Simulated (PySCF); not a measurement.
# WF₃⁺, triplet: computed properties

Computed with PySCF, UB3LYP, basis W def2-SVP with ECP60, F def2-SVP (scalar-relativistic core potentials, no spin–orbit coupling, density fitting).

The structure is a minimum.

```xyz
4
charge 1 multiplicity 3, angstrom
W     0.0327    0.0000    0.0000
F     1.8319    0.0000    0.0000
F    -1.0798    1.4351    0.0000
F    -1.0798   -1.4351    0.0000
```

```
Point group                                                                   : C2v
Bond lengths                                                                  : W–F 1.799 Å, W–F 1.816 Å (×2)
Bond angles                                                                   : F–W–F 104.4°, F–W–F 127.8° (×2)
Highest occupied level (α)                                                    : -14.29 eV
Enthalpy at 298.15 K above 0 K                                                : 16.07 kJ/mol
Rotational symmetry number                                                    : 2
Heat capacity Cp at 298.15 K                                                  : 66.1 J/(mol K)
Zero-point energy                                                             : 16.1 kJ/mol
Dipole moment about the centre of mass                                        : 0.90 D
Principal polarisabilities                                                    : 19.9, 27.9, 30.7 bohr³
Principal quadrupole moments (Buckingham, traceless) about the centre of mass : -2.28, -1.07, 3.35 D Å
Lowest empty level (α)                                                        : -11.45 eV
Rotational constants                                                          : 0.2154, 0.1557, 0.09038 cm⁻¹
Entropy at 298.15 K and 1 bar (electronic part: spin only)                    : 331.8 J/(mol K)
Spin squared ⟨S²⟩                                                             : 2.004
```

Harmonic modes (masses in u: W 183.951, F 18.998):
```csv
symmetry,ω (cm⁻¹),IR (km/mol),μ (u),type
b2,69,19.5,21.58,bend
b1,108,17.9,24.06,bend
a1,196,3.3,20.34,bend
b2,725,119,20.91,stretch
a1,785,2.0,19.08,stretch
a1,808,136,22.14,stretch
```

In C2v the vibrations span 2b2 + b1 + 3a1. Here b1 is antisymmetric to the molecular plane and b2 lies in it.

Charges (e):
```tsv
atom	Mulliken	Löwdin	polar tensor	spin (Mulliken)	Mayer order to W1
W1	1.56	0.98	2.56	1.96	–
F2	-0.18	0.02	-0.52	-0.04	1.31
F3,4	-0.19	0.00	-0.52	0.04	1.28
```

Mulliken populations on W1 (electrons outside its core potential): s 2.50, p 6.22, d 3.56, f 0.16.

Outer orbital energies (eV). α occupied: -20.62, -20.21, -19.61, -19.50, -19.31, -19.01, -15.27, -14.29; empty: -11.45, -9.56, -8.57, -6.41. β occupied: -21.34, -20.62, -20.54, -19.63, -19.50, -19.30, -19.19, -19.00; empty: -11.20, -10.65, -10.26, -8.99.

Formally W is in oxidation state +4, d2, with 2 unpaired electrons (the high-spin count). The Mulliken spin on W is 1.96. The polar-tensor charge on W, 2.56, is below the formal one.

Other isomers or separated fragments may lie lower. Other spin states or occupations of the open shell can lie lower. With an element this heavy the missing spin–orbit coupling can shift these numbers.

The final relaxation and frequency run took of the order of 100 core-seconds on a shared host.
